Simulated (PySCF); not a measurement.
Structure problem from calculated spectra and properties.

Elements present: C, F, H and O. Monoisotopic mass: 154.0605 u.

* Dipole: 4.13 D [wB97X-D/def2-SVPD]
* 13C NMR: chemical shifts (computed TMS as zero) by class: 156.2 (1 C), 131.8 (1 C), 118.1 (1 C), 60.1 (1 C), 27.8 (1 C), 18.7 (1 C) ppm [GIAO B3LYP/pcSseg-1]
* UV, first state: lowest singlet excitation: 6.29 eV (197 nm, f = 0.441) [TDDFT wB97X-D/def2-SVPD]
* Polarisability: 83.2 au [wB97X-D/def2-SVPD]
* Triplet: lowest triplet excitation (Tamm–Dancoff): 3.93 eV [TDA wB97X-D/def2-SVPD]
* Rotational structure: rotational constants A, B, C: 1.722, 1.003, 0.748 GHz [PBE0-D3(BJ)/def2-SVP]
* NMR, other nuclei: isotropic shieldings of nuclei other than C and H, by class: 224 (1 O), 246 (3 F) ppm [GIAO B3LYP/pcSseg-1]

The electronic properties come from PySCF, for the isolated species, density fitting. Levels stand in brackets. Geometry: PBE0-D3(BJ)/def2-SVP, one conformer, isolated molecule. NMR classes are plain means over equivalent atoms (diastereotopic ones count apart unless rotation or inversion swaps them), as if these changed places fast.

**Question.** Which formula fits the mass and the elements?

**Answer.** C6H9F3O (calculated 154.0605). No other formula that holds each of these elements comes within 0.0003 u with a fitting electron parity and a possible valence count.

**Question.** What is the compound? Reason from the data.

**Answer.** Numbering: `[CH3:1][CH2:2]/[C:3](=[CH:4]/[O:5][CH3:6])[C:7]([F:8])([F:9])[F:10]`. Its formula, C6H9F3O, gives 1 degree of unsaturation: 0 rings and 1 π bond in the structure found. 6 carbons fall into 6 classes; from least to most shielded: vinylic carbon bearing oxygen [C4] (156.2 ppm), CF3 carbon [C7] (131.8 ppm), fully substituted alkene carbon [C3] (118.1 ppm), methoxy carbon [C6] (60.1 ppm), allylic carbon [C2] (27.8 ppm), methyl carbon [C1] (18.7 ppm). The other shieldings belong to: 224 ppm, ether oxygen [O5]; 246 ppm, fluorine of a CF3 group [F8/F9/F10]. The optimised geometry has point group C1 and is an asymmetric top. Structure: `CC/C(=C/OC)C(F)(F)F`. The assignments are read from this structure; whether some other isomer fits the data as well wasn't checked.

Shape of the structure used: `[CH3:1][CH2:2]/[C:3](=[CH:4]/[O:5][CH3:6])[C:7]([F:8])([F:9])[F:10]`: C1–C2–C3–C4 108°, C3–C4–O5–C6 -173°, C2–C3–C7–F8 -138°.
